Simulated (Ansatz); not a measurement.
Job for Ansatz (a quantum-chemistry and plane-wave program): R-CCSD(T)/cc-pV(D+d)Z on CH4O3S (SMILES CS(=O)(=O)O). The basis file is the Basis Set Exchange's JSON of that set.

Ansatz 0.2 input:
```yaml
crystal:
  periodic: [false, false, false]
  atoms:
    - {symbol: O, position_ang: [1.19504927, 1.14373090, -0.11822405]}
    - {symbol: S, position_ang: [0.61768770, -0.31208722, 0.26496470]}
    - {symbol: O, position_ang: [1.12783306, -1.23919907, -0.70594495]}
    - {symbol: O, position_ang: [0.83772759, -0.49659334, 1.66303735]}
    - {symbol: C, position_ang: [-1.11886775, -0.06626064, -0.00603724]}
    - {symbol: H, position_ang: [1.69525856, 1.06121219, -0.94379325]}
    - {symbol: H, position_ang: [-1.45559090, 0.74792205, 0.63094494]}
    - {symbol: H, position_ang: [-1.61188938, -0.99601215, 0.27155800]}
    - {symbol: H, position_ang: [-1.28720814, 0.15728728, -1.05650550]}
basis:
  gaussian:
    orbitals: cc-pV_D+d_Z.json
magnetization: {spin_polarized: false}
correlation: {method: ccsd_t, electrons: outside_noble_gas}
scf: {lower_state_search: off}
```

**Question.** Predict the final total energy.

**Answer.** -663.1742 hartree (reference determinant -662.2783, T1 diagnostic 0.015).

**Question.** How many basis functions does it have, and what does it roughly cost on one machine?

**Answer.** 99 functions; around 16 core-seconds (rough).
